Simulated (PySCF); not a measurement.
# Vibration and rotation of KI⁺

UHF-CCSD(T) constants of KI⁺, ²Π (doublet), unpaired electrons π ↑ (K x2c-SVPall, I x2c-SVPall; spin-free X2C with a Gaussian nucleus (PySCF 2.14); masses 38.9637 and 126.9045 u):

```
ωe              : 82.0 cm⁻¹
ωexe            : 0.645 cm⁻¹
Be              : 0.042155 cm⁻¹
αe              : 0.000386 cm⁻¹
D (centrifugal) : 4.45e-08 cm⁻¹
De to K⁺ + I    : 0.330 eV
```

Task: Give the vibrational terms G(v) and spacings up to v = 6.

Result: G(v) = ωe(v+½) − ωexe(v+½)².

| v | G(v) (cm⁻¹) | G(v) − G(v−1) | Bv (cm⁻¹) |
| --- | --- | --- | --- |
| 0 | 40.8 |  | 0.04196 |
| 1 | 121.5 | 80.7 | 0.04158 |
| 2 | 201.0 | 79.4 | 0.04119 |
| 3 | 279.1 | 78.1 | 0.04080 |
| 4 | 355.9 | 76.8 | 0.04042 |
| 5 | 431.5 | 75.5 | 0.04003 |
| 6 | 505.7 | 74.3 | 0.03965 |

Task: How well does the Morse estimate ωe²/(4ωexe) reproduce De, and what is D0?

Result: It gives 0.323 eV, 98 % of the computed De. D0 = De − G(0) = 0.330 − 0.005 = 0.325 eV.

Correlated steps freeze 23 core orbitals. The bond is weak. Basis-set superposition, not corrected here, can be much of De in a small basis, most of all at correlated wavefunction levels. Spin–orbit coupling is left out, which matters for elements this heavy, above all for dissociation energies. For an ion De counts to the pair picked by the measured ionisation energies or electron affinities, which need not be the lowest pair at this level. The state is the lowest determinant that a PBE0 search found; another state may lie lower at other levels.
